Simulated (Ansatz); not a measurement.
Reaction (redistribution): `[OH][InH][Cl]` + `[CH3][Mg][Br]` → `[OH][In]([Cl])[Br]` + `[CH3][MgH]`

Gas-phase electronic energies from Ansatz, PBE0-D4/def2-TZVP geometries. CCSD(T)/CBS adds triple-zeta CCSD(T) − MP2 to the extrapolated MP2 energy (def2 sets, frozen cores). DFT in def2-TZVPP. def2 core potentials past Kr. For Br, In, Mg outer-core shells are correlated without core-valence functions, which leaves a few kJ/mol of doubt a bond. Scalar relativity is left out up to krypton. Each species was taken in one conformer, which may not be the lowest.

`[OH][InH][Cl]`:

Cartesian coordinates in Å:
```
O -0.392 1.374 -0.491
In 0.233 -0.481 -0.288
Cl 0.012 -1.151 1.937
H -0.697 1.739 0.344
H 0.844 -1.481 -1.502
```

`[CH3][Mg][Br]`:

Cartesian coordinates in Å:
```
C -0.772 -0.411 -0.102
Mg 1.041 0.554 0.137
Br 3.097 1.649 0.407
H -0.638 -1.491 -0.214
H -1.302 -0.052 -0.988
H -1.426 -0.250 0.760
```

`[OH][In]([Cl])[Br]`:

Z-matrix (Å, degrees):
```
In
O 1 1.962
Br 1 2.427 2 120.5
Cl 1 2.310 2 118.2 3 -180.0
H 2 0.962 1 111.6 3 -180.0
```

`[CH3][MgH]`:

Cartesian coordinates in Å:
```
C 0.415 -0.549 -0.356
Mg -0.701 0.926 0.602
H 1.282 -0.129 -0.879
H -0.177 -1.090 -1.102
H 0.798 -1.294 0.349
H -1.618 2.136 1.388
```

```tsv
level	ΔE (kcal/mol)
B97M-V	20.7
ωB97X-V	24.2
B2PLYP	24.5
HF/def2-QZVPP	25.0
```

Task: What does CCSD(T)/CBS give? (An estimate is asked.)

Result: The calculation gave: +24.3 kcal/mol. The listed levels differ from it by -3.6, -0.1, 0.2, 0.7 kcal/mol.

Largest T1 diagnostic among the species: 0.015.

The D4 term adds −1.2 kcal/mol with B3LYP and −0.7 kcal/mol with PBE0; it sums over pairs of atoms, weighted by their polarisabilities, and B3LYP, whose exchange is more repulsive, gets the larger term. From BLYP to BHLYP (50 % exact exchange), in def2-TZVPP and without D4, ΔE moves by +1.3 kcal/mol. Leaving LDA and LC-ωPBE aside and taking each functional with its dispersion term where it has one, the values, not all of them listed here, spread over 4.9 kcal/mol, from B97M-V to r2SCAN0-D4. LDA lies +1.0 kcal/mol from PBE without D4.

B3LYP here is the variant with VWN-RPA as its local correlation; programs differ in this.
